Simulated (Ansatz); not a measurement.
Input for Ansatz (a first-principles code): R-B3LYP/def2-TZVPP on H4N (SMILES [NH4+]). Charge +1.

Ansatz 0.2 input:
```yaml
crystal:
  periodic: [false, false, false]
  atoms:
    - {symbol: N, position_ang: [-0.00000000, 0.00000000, -0.00000000]}
    - {symbol: H, position_ang: [-0.66686494, -0.25072577, -0.73548481]}
    - {symbol: H, position_ang: [0.12104399, 1.01661287, 0.01888870]}
    - {symbol: H, position_ang: [-0.35545757, -0.31830270, 0.90600412]}
    - {symbol: H, position_ang: [0.90127852, -0.44758440, -0.18940801]}
basis:
  gaussian:
    orbitals: def2-TZVPP
hamiltonian:
  xc: {name: B3LYP}
total_charge: 1
accuracy: high
phonons: {}
scf: {lower_state_search: off}
```

Program output:

```
WARN ansatz: RAYON_NUM_THREADS=2 ignored (pool sized by the plan → 2); use --threads N
Functional definition: B3LYP
these checks for a lower state are left out or cut short: stability, starts, cluster_reference, orbital_swaps, neighbouring_geometries, increment
integrals: 0.09 GiB planned
1650 factors; integrals over basis functions are off by at most 1.9e-9 eV
mean field: 0.25 GiB planned
mean field evaluation 1: about -1534.7073 eV, gradient 9.3e1 eV
mean field evaluation 2: about -1527.3654 eV, gradient 1.0e2 eV
mean field evaluation 4: about -1549.0666 eV, gradient 1.8e-1 eV
mean field evaluation 8: about -1549.0662 eV, gradient 1.1e-3 eV
mean field evaluation 16: about -1549.0662 eV, gradient 3.1e-8 eV
mean field -1549.06616786 eV, -56.9271316742 hartree, gradient 3.1e-8 eV, S^2 0.000000; 0 other end points of the search recorded, 0 dependent functions left out
the calculation of the forces begins
reference -1549.06619277 eV, -56.9271325896 hartree; 5, 5 occupied and 82, 82 virtual orbitals, 1650 factors
these checks for a lower state are left out or cut short: stability, starts, cluster_reference, orbital_swaps, neighbouring_geometries, increment
integrals: 0.09 GiB planned
1650 factors; integrals over basis functions are off by at most 1.9e-9 eV
mean field: 0.25 GiB planned
mean field -1549.06595617 eV, -56.9271238945 hartree, gradient 8.9e-8 eV, S^2 0.000000; 0 other end points of the search recorded, 0 dependent functions left out
the calculation of the forces begins
reference -1549.06598108 eV, -56.9271248099 hartree; 5, 5 occupied and 82, 82 virtual orbitals, 1650 factors
these checks for a lower state are left out or cut short: stability, starts, cluster_reference, orbital_swaps, neighbouring_geometries, increment
integrals: 0.09 GiB planned
1650 factors; integrals over basis functions are off by at most 1.9e-9 eV
mean field: 0.25 GiB planned
mean field -1549.06595617 eV, -56.9271238945 hartree, gradient 8.9e-8 eV, S^2 0.000000; 0 other end points of the search recorded, 0 dependent functions left out
the calculation of the forces begins
reference -1549.06598108 eV, -56.9271248100 hartree; 5, 5 occupied and 82, 82 virtual orbitals, 1650 factors
these checks for a lower state are left out or cut short: stability, starts, cluster_reference, orbital_swaps, neighbouring_geometries, increment
integrals: 0.09 GiB planned
1650 factors; integrals over basis functions are off by at most 1.9e-9 eV
mean field: 0.25 GiB planned
mean field evaluation 32: about -1549.0660 eV, gradient 3.5e-5 eV
mean field -1549.06604480 eV, -56.9271271517 hartree, gradient 4.9e-8 eV, S^2 0.000000; 0 other end points of the search recorded, 0 dependent functions left out
the calculation of the forces begins
reference -1549.06606969 eV, -56.9271280666 hartree; 5, 5 occupied and 82, 82 virtual orbitals, 1650 factors
these checks for a lower state are left out or cut short: stability, starts, cluster_reference, orbital_swaps, neighbouring_geometries, increment
integrals: 0.09 GiB planned
1650 factors; integrals over basis functions are off by at most 1.9e-9 eV
mean field: 0.25 GiB planned
mean field -1549.06604613 eV, -56.9271272006 hartree, gradient 4.3e-8 eV, S^2 0.000000; 0 other end points of the search recorded, 0 dependent functions left out
the calculation of the forces begins
reference -1549.06607105 eV, -56.9271281165 hartree; 5, 5 occupied and 82, 82 virtual orbitals, 1650 factors
these checks for a lower state are left out or cut short: stability, starts, cluster_reference, orbital_swaps, neighbouring_geometries, increment
integrals: 0.09 GiB planned
1650 factors; integrals over basis functions are off by at most 1.9e-9 eV
mean field: 0.25 GiB planned
mean field -1549.06614773 eV, -56.9271309343 hartree, gradient 1.9e-8 eV, S^2 0.000000; 0 other end points of the search recorded, 0 dependent functions left out
the calculation of the forces begins
reference -1549.06617264 eV, -56.9271318496 hartree; 5, 5 occupied and 82, 82 virtual orbitals, 1650 factors
these checks for a lower state are left out or cut short: stability, starts, cluster_reference, orbital_swaps, neighbouring_geometries, increment
integrals: 0.09 GiB planned
1650 factors; integrals over basis functions are off by at most 1.9e-9 eV
mean field: 0.25 GiB planned
mean field -1549.06614769 eV, -56.9271309327 hartree, gradient 1.5e-8 eV, S^2 0.000000; 0 other end points of the search recorded, 0 dependent functions left out
the calculation of the forces begins
reference -1549.06617260 eV, -56.9271318482 hartree; 5, 5 occupied and 82, 82 virtual orbitals, 1650 factors
these checks for a lower state are left out or cut short: stability, starts, cluster_reference, orbital_swaps, neighbouring_geometries, increment
integrals: 0.09 GiB planned
1650 factors; integrals over basis functions are off by at most 1.9e-9 eV
mean field: 0.25 GiB planned
mean field -1549.06614919 eV, -56.9271309881 hartree, gradient 1.8e-8 eV, S^2 0.000000; 0 other end points of the search recorded, 0 dependent functions left out
the calculation of the forces begins
reference -1549.06617410 eV, -56.9271319035 hartree; 5, 5 occupied and 82, 82 virtual orbitals, 1650 factors
these checks for a lower state are left out or cut short: stability, starts, cluster_reference, orbital_swaps, neighbouring_geometries, increment
integrals: 0.09 GiB planned
1650 factors; integrals over basis functions are off by at most 1.9e-9 eV
mean field: 0.25 GiB planned
mean field evaluation 64: about -1549.0661 eV, gradient 7.1e-2 eV
mean field -1549.06614916 eV, -56.9271309869 hartree, gradient 1.3e-8 eV, S^2 0.000000; 0 other end points of the search recorded, 0 dependent functions left out
the calculation of the forces begins
reference -1549.06617407 eV, -56.9271319024 hartree; 5, 5 occupied and 82, 82 virtual orbitals, 1650 factors
these checks for a lower state are left out or cut short: stability, starts, cluster_reference, orbital_swaps, neighbouring_geometries, increment
integrals: 0.09 GiB planned
1650 factors; integrals over basis functions are off by at most 1.9e-9 eV
mean field: 0.25 GiB planned
mean field -1549.06609565 eV, -56.9271290204 hartree, gradient 3.7e-8 eV, S^2 0.000000; 0 other end points of the search recorded, 0 dependent functions left out
the calculation of the forces begins
reference -1549.06612055 eV, -56.9271299355 hartree; 5, 5 occupied and 82, 82 virtual orbitals, 1650 factors
these checks for a lower state are left out or cut short: stability, starts, cluster_reference, orbital_swaps, neighbouring_geometries, increment
integrals: 0.09 GiB planned
1650 factors; integrals over basis functions are off by at most 1.9e-9 eV
mean field: 0.25 GiB planned
mean field -1549.06609605 eV, -56.9271290353 hartree, gradient 3.2e-8 eV, S^2 0.000000; 0 other end points of the search recorded, 0 dependent functions left out
the calculation of the forces begins
reference -1549.06612097 eV, -56.9271299510 hartree; 5, 5 occupied and 82, 82 virtual orbitals, 1650 factors
Total energy: -1549.06619277 eV, -56.9271325896 hartree
Atom 0 at     0.000000     0.000000     0.000000 Å, force    -0.000000     0.000000    -0.000000 eV/Å
Atom 1 at    -0.666865    -0.250726    -0.735485 Å, force    -0.000017    -0.000006    -0.000018 eV/Å
Atom 2 at     0.121044     1.016613     0.018889 Å, force     0.000003     0.000025     0.000000 eV/Å
Atom 3 at    -0.355458    -0.318303     0.906004 Å, force    -0.000009    -0.000008     0.000023 eV/Å
Atom 4 at     0.901279    -0.447584    -0.189408 Å, force     0.000022    -0.000011    -0.000005 eV/Å
Dipole moment:    -0.000000     0.000000    -0.000000 e Å
Vibrations: 1485.17 1485.20 1485.20 1723.21 1723.22 3371.41 3474.17 3474.19 3474.21 cm⁻¹, zero-point energy 1.344979 eV
Checks for a lower state left out: stability, starts, cluster_reference, orbital_swaps, neighbouring_geometries, increment
```

The run converged.

Cost: about 40 core-seconds (a rough figure).
